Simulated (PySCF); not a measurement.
CH$_{3}$GeNO (SMILES O=C=[N][GeH3]), singlet, at a GFN2-xTB geometry; CASSCF(2,3)/6-31G run with PySCF.

Here is a job for PySCF.
```python
from pyscf import gto, scf, mcscf
import numpy

mol = gto.M(
    atom='''
Ge   -1.106318   -0.058909   -0.012907
N     0.672749    0.035822    0.007849
C     1.858375    0.098955    0.021681
O     3.012279    0.160398    0.035143
H    -1.508030   -0.572885    1.329525
H    -1.590751    1.330066   -0.265377
H    -1.456754   -0.999753   -1.117296
''',
    basis='6-31g',
    charge=0,
    spin=0,
    verbose=4,
)

mf = scf.RHF(mol)
mf.kernel()
mc = mcscf.CASSCF(mf, 3, 2)
mc.fix_spin_(ss=0.0)
mc.kernel()
occ = numpy.linalg.eigvalsh(mc.fcisolver.make_rdm1(mc.ci, mc.ncas, mc.nelecas))[::-1]
ss = mc.fcisolver.spin_square(mc.ci, mc.ncas, mc.nelecas)[0]
print('natural occupations', occ.round(4), ' <S^2>', round(ss, 4))
```

It wrote (shortened):

```
PySCF version 2.14.0

[INPUT] verbose = 4
[INPUT] num. atoms = 7
[INPUT] num. electrons = 56
[INPUT] charge = 0
[INPUT] spin (= nelec alpha-beta = 2S) = 0
[INPUT] symmetry False subgroup None
[INPUT] Mole.unit = angstrom
[INPUT] Symbol           X                Y                Z      unit          X                Y                Z       unit  Magmom
[...]
nuclear repulsion = 231.114530929756
number of shells = 32
number of NR pGTOs = 168
number of NR cGTOs = 60
basis = 6-31g
ecp = {}

******** <class 'pyscf.scf.hf.RHF'> ********
method = RHF
initial guess = minao
damping factor = 0
level_shift factor = 0
DIIS = <class 'pyscf.scf.diis.CDIIS'>
diis_start_cycle = 1
diis_space = 8
diis_damp = 0
SCF conv_tol = 1e-09
SCF conv_tol_grad = None
SCF max_cycles = 50
direct_scf = True
direct_scf_tol = 1e-13
Set gradient conv threshold to 3.16228e-05
Initial guess from minao.
init E= -2244.04265535344
[...]
cycle= 1 E= -2243.77996069542  delta_E= 0.263  |g|= 0.604  |ddm|= 2.85
[...]
cycle= 2 E= -2243.83401094042  delta_E= -0.0541  |g|= 0.437  |ddm|= 0.859
[...]
cycle= 3 E= -2243.86963567185  delta_E= -0.0356  |g|= 0.0675  |ddm|= 0.345
[...]
cycle= 4 E= -2243.87064036306  delta_E= -0.001  |g|= 0.0296  |ddm|= 0.0904
[...]
cycle= 5 E= -2243.87085412303  delta_E= -0.000214  |g|= 0.00457  |ddm|= 0.032
[...]
cycle= 6 E= -2243.87086033578  delta_E= -6.21e-06  |g|= 0.000907  |ddm|= 0.00679
[...]
cycle= 7 E= -2243.87086067432  delta_E= -3.39e-07  |g|= 0.000235  |ddm|= 0.00175
[...]
cycle= 8 E= -2243.87086069905  delta_E= -2.47e-08  |g|= 6.44e-05  |ddm|= 0.000442
[...]
cycle= 9 E= -2243.87086070005  delta_E= -9.95e-10  |g|= 2.02e-05  |ddm|= 7.77e-05
[...]
Extra cycle  E= -2243.87086070015  delta_E= -1.03e-10  |g|= 9.31e-06  |ddm|= 2.59e-05
converged SCF energy = -2243.87086070015

******** <class 'pyscf.mcscf.mc1step.CASSCF'> ********
CAS (1e+1e, 3o), ncore = 27, nvir = 30
max_cycle_macro = 50
max_cycle_micro = 4
conv_tol = 1e-07
conv_tol_grad = None
orbital rotation max_stepsize = 0.02
orbital rotation threshold for CI restart = 0.01
augmented hessian ah_max_cycle = 30
augmented hessian ah_conv_tol = 1e-12
augmented hessian ah_linear dependence = 1e-14
augmented hessian ah_level shift = 1e-08
augmented hessian ah_start_tol = 2.5
augmented hessian ah_start_cycle = 3
augmented hessian ah_grad_trust_region = 3
kf_trust_region = 3
kf_interval = 4
ci_response_space = 4
ci_grad_trust_region = 3
with_dep4 0
natorb = False
canonicalization = True
sorting_mo_energy = False
[...]
CASCI E = -2243.87090003830  S^2 = 0.0000000
[...]
macro iter   2 ( 12 JK    3 micro), CASSCF E = -2243.87180616072  dE = -8.27177948e-04  S^2 = 0.0000000
               |grad[o]|=0.000756  |grad[c]|=0.00404  |ddm|=0.0203  |maxRot[o]|=0.148
macro iter   3 ( 21 JK    4 micro), CASSCF E = -2243.87912998316  dE = -7.32382244e-03  S^2 = 0.0000000
               |grad[o]|=0.00438  |grad[c]|=0.0217  |ddm|=0.0761  |maxRot[o]|=0.238
macro iter   4 ( 21 JK    4 micro), CASSCF E = -2243.88660076873  dE = -7.47078557e-03  S^2 = 0.0000000
               |grad[o]|=0.0178  |grad[c]|=0.00754  |ddm|=0.018  |maxRot[o]|=0.176
macro iter   5 ( 21 JK    4 micro), CASSCF E = -2243.88966167550  dE = -3.06090676e-03  S^2 = 0.0000000
               |grad[o]|=0.0175  |grad[c]|=0.0333  |ddm|=0.0105  |maxRot[o]|=0.144
macro iter   6 ( 21 JK    4 micro), CASSCF E = -2243.89007882759  dE = -4.17152090e-04  S^2 = 0.0000000
               |grad[o]|=0.0133  |grad[c]|=0.00451  |ddm|=0.015  |maxRot[o]|=0.133
macro iter   7 ( 10 JK    4 micro), CASSCF E = -2243.89011894797  dE = -4.01203852e-05  S^2 = 0.0000000
               |grad[o]|=0.00711  |grad[c]|=0.000787  |ddm|=0.00978  |maxRot[o]|=0.0239
macro iter   8 ( 18 JK    4 micro), CASSCF E = -2243.89016445022  dE = -4.55022450e-05  S^2 = 0.0000000
               |grad[o]|=0.000657  |grad[c]|=0.00259  |ddm|=0.000691  |maxRot[o]|=0.227
macro iter   9 ( 21 JK    4 micro), CASSCF E = -2243.89065560665  dE = -4.91156434e-04  S^2 = 0.0000000
               |grad[o]|=0.0005  |grad[c]|=0.00536  |ddm|=0.00079  |maxRot[o]|=0.305
macro iter  10 ( 21 JK    4 micro), CASSCF E = -2243.89119919249  dE = -5.43585845e-04  S^2 = 0.0000000
               |grad[o]|=0.00123  |grad[c]|=0.00238  |ddm|=0.000939  |maxRot[o]|=0.304
macro iter  11 ( 21 JK    4 micro), CASSCF E = -2243.89124187927  dE = -4.26867709e-05  S^2 = 0.0000000
               |grad[o]|=0.00122  |grad[c]|=0.000156  |ddm|=0.00101  |maxRot[o]|=0.0863
macro iter  12 (  6 JK    2 micro), CASSCF E = -2243.89124191864  dE = -3.93733899e-08  S^2 = 0.0000000
               |grad[o]|=0.000213  |grad[c]|=4.74e-05  |ddm|=7.96e-05  |maxRot[o]|=0.00114
1-step CASSCF converged in  12 macro (205 JK  44 micro) steps
CASSCF canonicalization
Density matrix diagonal elements [1.96749336e+00 1.27586928e-03 3.12307688e-02]
CASSCF energy = -2243.89124191864
CASCI E = -2243.89124191864  E(CI) = -1.67065531944763  S^2 = 0.0000000
natural occupations [1.9688e+00 3.0200e-02 1.0000e-03]  <S^2> 0.0
```
